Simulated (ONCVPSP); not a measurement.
**bromine: variants of one ONCV potential**

Base potential:

- Element: bromine
- Generator: ONCVPSP 4.0.1
- Type: optimised norm-conserving Vanderbilt (ONCV)
- Functional: LDA (Perdew-Zunger)
- Relativity: scalar-relativistic
- Frozen core: [Ar] 3d10
- Valence charge: 7
- Reference configuration: 4s1.5 4p5.5
- Partial waves: 4s: rc 1.45 bohr, ncon 4, nbas 7, qcut 3.8 1/bohr, 1 projector; 4p: rc 1.25 bohr, ncon 4, nbas 8, qcut 6.5 1/bohr, 2 projectors, debl 2.5 Ha
- Local potential: polynomial inside 1.15 bohr (lpopt 5, dvloc0 2 Ha)
- Core correction: Teter function fitted to the true core (icmod 2), fcfact 0.55

Cutoffs, loose and tight: the cutoffs (Ha) at which the residual kinetic energy of the hardest occupied pseudo-wave falls to 1 and 0.1 mHa per electron. They do not see the model core or the augmentation charge, which bear on the density cutoff. Test errors are all-electron minus pseudo excitation energies from the reference, over the configurations 4s2 4p5; 4s2 4p4; 4s2 4p3; 4s2 4p2. A dash means not determined; rows that change the core or the reference have their own tests.

For the base: The cutoffs count occupied waves only; projector 2 of the p channel, the hardest unoccupied one, needs 147 Ha at the loose tolerance.

A true bound ghost makes a file unfit for plane-wave use even where its test errors are small: the radial tests pick states by their node count and pass the ghost by.

```csv
change,outcome,"cutoff, loose","cutoff, tight",bound ghosts,GHOST(+) flags above zero,largest test error (meV)
base,generated,46 Ha,126 Ha,p,s,+25
"all radii but the core radius scaled by about 0.78 (s 1.12, p 0.98 bohr); local potential polynomial inside 0.90 bohr (lpopt 5, dvloc0 2 Ha)","failed: optimize: ERROR ps0norm > uunorm, code will stop",–,–,–,–,–
"all radii but the core radius scaled by about 0.84 (s 1.22, p 1.04 bohr); local potential polynomial inside 0.96 bohr (lpopt 5, dvloc0 2 Ha)","failed: optimize: ERROR ps0norm > uunorm, code will stop",–,–,–,–,–
"all radii but the core radius scaled by about 0.93 (s 1.36, p 1.16 bohr); local potential polynomial inside 1.08 bohr (lpopt 5, dvloc0 2 Ha)",generated,136 Ha,161 Ha,"p, s",none,+87
"all radii but the core radius scaled by about 1.12 (s 1.62, p 1.40 bohr); local potential polynomial inside 1.28 bohr (lpopt 5, dvloc0 2 Ha)",generated,38 Ha,47 Ha,none,none,+24
"all radii but the core radius scaled by about 1.24 (s 1.80, p 1.54 bohr); local potential polynomial inside 1.42 bohr (lpopt 5, dvloc0 2 Ha)",generated,29 Ha,38 Ha,none,none,+43
"all radii but the core radius scaled by about 1.30 (s 1.90, p 1.62 bohr); local potential polynomial inside 1.50 bohr (lpopt 5, dvloc0 2 Ha)",generated,24 Ha,33 Ha,none,none,+55
```

Problem. What comes out with this change to the base: all radii but the core radius scaled by about 1.06 (s 1.54, p 1.32 bohr); local potential polynomial inside 1.22 bohr (lpopt 5, dvloc0 2 Ha)?

Solution. outcome: generated; cutoff, loose: 42 Ha; cutoff, tight: 100 Ha; bound ghosts: none; GHOST(+) flags above zero: s, p; largest test error (meV): +25.

Problem. What comes out with this change to the base: all radii but the core radius scaled by about 0.96 (s 1.40, p 1.20 bohr); local potential polynomial inside 1.12 bohr (lpopt 5, dvloc0 2 Ha)?

Solution. outcome: generated; cutoff, loose: 115 Ha; cutoff, tight: 145 Ha; bound ghosts: p; GHOST(+) flags above zero: s; largest test error (meV): +36.

Problem. What comes out with this change to the base: all radii but the core radius scaled by about 1.20 (s 1.74, p 1.50 bohr); local potential polynomial inside 1.38 bohr (lpopt 5, dvloc0 2 Ha)?

Solution. outcome: generated; cutoff, loose: 32 Ha; cutoff, tight: 41 Ha; bound ghosts: none; GHOST(+) flags above zero: none; largest test error (meV): +36.

Reading the sweep of the scale of all radii but the core radius (base = 1) (base included, trends over the rows without a ghost): The loose cutoff falls from 42 Ha at 1.06 to 24 Ha at 1.3. A larger radius leaves more room for a smooth pseudo-wave, so fewer plane waves are needed; a smaller one forces it to follow the all-electron wave where it bends sharply. The median size of the test errors (rows with all tests solved) rises from 3.0 meV at 1.06 to 9.1 meV at 1.3. More of the atom is replaced by a form fitted at one configuration, so other configurations suffer as the radius grows. Bound ghosts are found at 0.93, 0.96, 1. The generation fails at 0.78, 0.84.
